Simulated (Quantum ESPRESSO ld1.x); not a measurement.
The numbers below are computed, except where a source is named.
Task: These are the eigenvalues of the occupied orbitals of an atom or ion with whole-number occupations (eV). Level of theory: Dirac Kohn-Sham, relativistic LDA (MacDonald-Vosko exchange, VWN5 correlation), spin-unpolarised, spherical densities, point nucleus (ld1.x of Quantum ESPRESSO 7.5).

orbital  eigenvalue
1s1/2      -9476.05
2s1/2      -1153.16
2p1/2      -1017.68
2p3/2      -993.970
3s1/2      -128.263
3p1/2      -85.1981
3p3/2      -82.1324
3d3/2      -10.6695
3d5/2      -10.3116
4s1/2       -6.2077

Which element is it, and in what charge state? The configuration may be excited. Open shells, if any, are shared by 2j + 1.

Result: Z = 30, zinc, charge 0: Zn in [Ar] 3d10 4s2. The list shows which subshells hold electrons but not how many an open one holds; the 1s level, -348.24 hartree, gives Z - s = 26.4 by -(Z - s)^2/2, which with screening and relativity narrows Z to a few neighbours, and the depths of the outer levels then fix element, charge and occupations together.
